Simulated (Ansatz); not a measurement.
Basis-set extrapolation for `O=CC([SiH3])=S` (PBE0-D4/def2-TZVP geometry, frozen core, Ansatz 0.2.0). Multiplicity 1, RHF reference.

```
                      def2-TZVPP   def2-QZVPP
                 HF  -839.430214  -839.457025
    MP2 correlation    -0.832412    -0.894571
CCSD(T) correlation    -0.915111      not run
```

Energies in hartree. Use E(X) = E(∞) + A·exp(−7.88·√X) for Hartree–Fock and E(X) = E(∞) + B·X^(−2.97) for correlation, with X = 3 and 4, and add CCSD(T) minus MP2 of the smaller set to the MP2 limit.

Problem. What is the CCSD(T) energy at the basis-set limit?

Solution. HF limit: -839.457025 + (-0.026811) × 0.13774 = -839.46072. MP2 limit: -0.894571 + (-0.062159) × 0.74074 = -0.94061. Higher-order term: -0.915111 − (-0.832412) = -0.08270. Total: -840.48403 hartree, 3.77 eV below CCSD(T)/def2-TZVPP.
